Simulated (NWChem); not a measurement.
# Atomisation of H2GeS

```
S
H 1 1.3556
Ge 1 2.2430 2 96.65
H 3 1.6026 1 89.34 2 180.00
```
Charge 0, spin multiplicity 1.

The numbers come from NWChem runs, not from measurements. All single points use one geometry, from B3LYP/def2-SVP, a minimum by its harmonic frequencies. It is one conformer; others weren't searched.

Basis set: def2-TZVP. The atomisation energy is electronic alone: no zero-point, thermal, spin-orbit or counterpoise terms. No value is extrapolated to the basis-set limit. Free atoms are single determinants with multiplicities Ge 3, H 2, S 3.

The Hamiltonian is non-relativistic. B3LYP has NWChem's definition, with VWN1-RPA local correlation. The structure started from a generated list of species. The stability of the SCF solutions was not checked. Open-shell Hartree-Fock references start from PBE0 orbitals.

Problem. For the atomisation energy, HF gives 160.4 kcal/mol and BP86 gives 248.4 kcal/mol. What do BHandHLYP, B3LYP, LC-wPBE (omega 0.3 per bohr) give?

Solution. BHandHLYP: 230.1 kcal/mol; B3LYP: 238.5 kcal/mol; LC-wPBE (omega 0.3 per bohr): 233.5 kcal/mol.
